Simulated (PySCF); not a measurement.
Si(H)(F)(Br)(NH2) (BrFH₃NSi), SMILES N[SiH](Br)F.

Coordinates come from a PBE0-D3(BJ)/def2-SVP optimisation. The structure was generated by enumeration, and PubChem lists no compound with its InChIKey, so it may never have been made. The values are those of a single conformer.

These are PySCF with PBE0-D3(BJ)/def2-SVP values and carry that method's errors.

Frequencies are harmonic and unscaled.

Task: List the normal modes with their intensities. (The exact figures need the calculation; the answer reports its results.)

Result: 
```json
[
 {"mode": "1", "ν (cm⁻¹)": "141", "IR (km/mol)": "11.0", "Raman (Å⁴/amu)": "1.7", "depolarisation": "0.75", "moving atoms (share of kinetic energy)": "H 50 %, N 19 %, F 16 %, Si 9 %"},
 {"mode": "2", "ν (cm⁻¹)": "222", "IR (km/mol)": "7.9", "Raman (Å⁴/amu)": "1.9", "depolarisation": "0.65", "moving atoms (share of kinetic energy)": "F 48 %, Br 22 %, N 13 %, H 13 %"},
 {"mode": "3", "ν (cm⁻¹)": "256", "IR (km/mol)": "27.8", "Raman (Å⁴/amu)": "1.5", "depolarisation": "0.73", "moving atoms (share of kinetic energy)": "H 63 %, F 12 %, N 12 %, Si 8 %"},
 {"mode": "4", "ν (cm⁻¹)": "318", "IR (km/mol)": "75.1", "Raman (Å⁴/amu)": "2.4", "depolarisation": "0.75", "moving atoms (share of kinetic energy)": "H 59 %, Si 16 %, F 11 %, N 10 %"},
 {"mode": "5", "ν (cm⁻¹)": "348", "IR (km/mol)": "117.9", "Raman (Å⁴/amu)": "0.8", "depolarisation": "0.48", "moving atoms (share of kinetic energy)": "N 40 %, H 24 %, Si 19 %, F 16 %"},
 {"mode": "6", "ν (cm⁻¹)": "443", "IR (km/mol)": "67.1", "Raman (Å⁴/amu)": "7.0", "depolarisation": "0.16", "moving atoms (share of kinetic energy)": "Si 59 %, Br 22 %, H 12 %"},
 {"mode": "7", "ν (cm⁻¹)": "693", "IR (km/mol)": "24.3", "Raman (Å⁴/amu)": "8.1", "depolarisation": "0.71", "moving atoms (share of kinetic energy)": "H 91 %"},
 {"mode": "8", "ν (cm⁻¹)": "841", "IR (km/mol)": "43.9", "Raman (Å⁴/amu)": "4.6", "depolarisation": "0.35", "moving atoms (share of kinetic energy)": "H 40 %, F 33 %, Si 16 %, N 11 %"},
 {"mode": "9", "ν (cm⁻¹)": "866", "IR (km/mol)": "266.7", "Raman (Å⁴/amu)": "7.1", "depolarisation": "0.28", "moving atoms (share of kinetic energy)": "H 50 %, Si 25 %, N 15 %, F 10 %"},
 {"mode": "10", "ν (cm⁻¹)": "894", "IR (km/mol)": "62.3", "Raman (Å⁴/amu)": "8.3", "depolarisation": "0.72", "moving atoms (share of kinetic energy)": "H 78 %, N 16 %"},
 {"mode": "11", "ν (cm⁻¹)": "967", "IR (km/mol)": "202.2", "Raman (Å⁴/amu)": "1.5", "depolarisation": "0.31", "moving atoms (share of kinetic energy)": "Si 48 %, N 22 %, F 17 %, H 14 %"},
 {"mode": "12", "ν (cm⁻¹)": "1529", "IR (km/mol)": "72.9", "Raman (Å⁴/amu)": "4.4", "depolarisation": "0.75", "moving atoms (share of kinetic energy)": "H 88 %, N 12 %"},
 {"mode": "13", "ν (cm⁻¹)": "2318", "IR (km/mol)": "98.8", "Raman (Å⁴/amu)": "127.7", "depolarisation": "0.19", "moving atoms (share of kinetic energy)": "H 97 %"},
 {"mode": "14", "ν (cm⁻¹)": "3621", "IR (km/mol)": "57.5", "Raman (Å⁴/amu)": "130.1", "depolarisation": "0.13", "moving atoms (share of kinetic energy)": "H 96 %"},
 {"mode": "15", "ν (cm⁻¹)": "3727", "IR (km/mol)": "62.4", "Raman (Å⁴/amu)": "77.1", "depolarisation": "0.73", "moving atoms (share of kinetic energy)": "H 91 %, N 9 %"}
]
```
